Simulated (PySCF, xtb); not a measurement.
# AlNO2: which of two structures lies lower

We compare X, `O=N[O][Al]`, a singlet, with Y, a singlet given by its coordinates. Both are isolated molecules in the gas phase, relaxed with PBE-D3(BJ)/def2-SVP; the shapes shown needn't be the lowest conformers.

X (Å):

```xyz
4

Al   -2.0232    1.4525    2.2511
N     0.2762   -0.5079    2.2240
O     1.4174   -0.4509    2.5065
O    -0.3838    0.7688    2.3399
```

Y (Å):

```xyz
4

Al   -0.0525   -0.2397   -1.5648
N    -0.0517   -2.1022    0.1442
O     0.9123   -1.2865   -0.0184
O    -0.9284   -1.9774   -0.7705
```

Close contacts (Å): Al1–O3 2.10, Al1–O4 2.10, N2–O3 1.27, N2–O4 1.27.

**Question.** Estimate E(Y) − E(X) at the level CCSD(T)/def2-SVP + ΔMP2/def2-TZVPP.

**Answer.** CCSD(T)/def2-SVP + ΔMP2/def2-TZVPP gives E(Y) − E(X) = −0.22 kcal/mol, slightly favouring structure Y, which is too small a margin to settle the true order.

How the difference moves with the method:

```csv
level,geometry,E(Y) − E(X) (kcal/mol),departure from the last row (kcal/mol),"job, with rough time for the two"
PBE-D3(BJ)/def2-SVP,PBE-D3(BJ)/def2-SVP,−0.78,−0.56,"optimisation, 2.5 min"
HF/def2-SVP,PBE-D3(BJ)/def2-SVP,+0.32,+0.54,part of the CCSD(T) run
MP2/def2-SVP,PBE-D3(BJ)/def2-SVP,−0.01,+0.20,part of the CCSD(T) run
CCSD(T)/def2-SVP,PBE-D3(BJ)/def2-SVP,−0.41,−0.19,single point
CCSD(T)/def2-SVP + ΔMP2/def2-TZVPP,PBE-D3(BJ)/def2-SVP,−0.22,,"single point, 35 s"
```

The largest departure from CCSD(T)/def2-SVP + ΔMP2/def2-TZVPP is that of PBE-D3(BJ)/def2-SVP, 0.56 kcal/mol. No reliable frequencies are at hand for Y, so it isn't confirmed as a minimum. Levels run at GFN2-xTB geometries aren't shown. The last row adds to CCSD(T) the change of the MP2 difference between the two basis sets, here +0.19 kcal/mol.

The T1 diagnostic of structures X and Y is large, so the coupled-cluster value is less sure. The correlated steps freeze 8 core orbitals. Programs: PySCF 2.14.0, xtb 6.7.1; the last row on 2 threads of Intel(R) Xeon(R) Processor @ 2.50GHz (Skylake/Cascade Lake) on a shared host.
